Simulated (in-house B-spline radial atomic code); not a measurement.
## PBE excitations of In IV (In3+)

Method: PBE. Computed with an all-electron radial atomic-structure program (B-spline basis): linear response of the closed shell [Kr] 4d10 with the functional's adiabatic kernel; scalar-relativistic (spin-free one-electron X2C), finite nucleus, no spin-orbit coupling, no double excitations, S, P, D and F terms only; shells from n = 2 respond. Only terms of natural parity with L up to 3 were computed.

Command:
```bash
python run_td.py task.json out
```
Settings (radii: box in bohr, nucleus in fm):
```
Z                        49
electrons                46
configuration            [Kr] 4d10
hamiltonian              x2c
method                   pbe,pbe
box_radius               5.5
wall_radius              5.5
rms_radius               4.6156
intervals                66
```

Time taken, with all properties: 1.5 s on 1 thread of Intel(R) Xeon(R) Platinum 8559C (Emerald Rapids) (shared host).

Confined states, up to the first strongly mixed one, which can leave gaps near the end. Labels give the largest channel, * marks a mixed state, and oscillator strengths are full-response dipole values. Semilocal kernels can invert the small singlet-triplet splittings of Rydberg terms. Energies in eV:

```tsv
state	full response	Tamm-Dancoff	oscillator strength
4d → 5s 3D	14.425	14.448	-
4d → 5s 1D	15.160	15.175	-
4d → 5p 3P	22.819	22.846	-
4d → 5p 3F	?	?	-
4d → 5p 1F	23.349	23.351	-
4d → 5p 1P	24.256	24.335	0.841
4d → 5d 3S	34.44	34.46	-
4d → 5d 3D	35.04	35.05	-
4d → 5d 1D	?	?	-
4d → 5d 1S	38.51	39.01	-
```

Task: Where does 4d → 5p 3F lie?

Result: At 22.973 eV in full response, 22.990 eV in Tamm-Dancoff.

Task: Where does 4d → 5d 1D lie?

Result: At 35.44 eV in full response, 35.45 eV in Tamm-Dancoff.

Task: How large is the singlet-triplet splitting of 4d → 5s (D terms) in Tamm-Dancoff?

Result: 0.727 eV, from the unrounded values.

Task: What polarisabilities and dispersion coefficient does the method give?

Result: Dipole 3.52 bohr³, quadrupole 9.929 bohr⁵, C6 15.6 hartree·bohr⁶ for two such species.
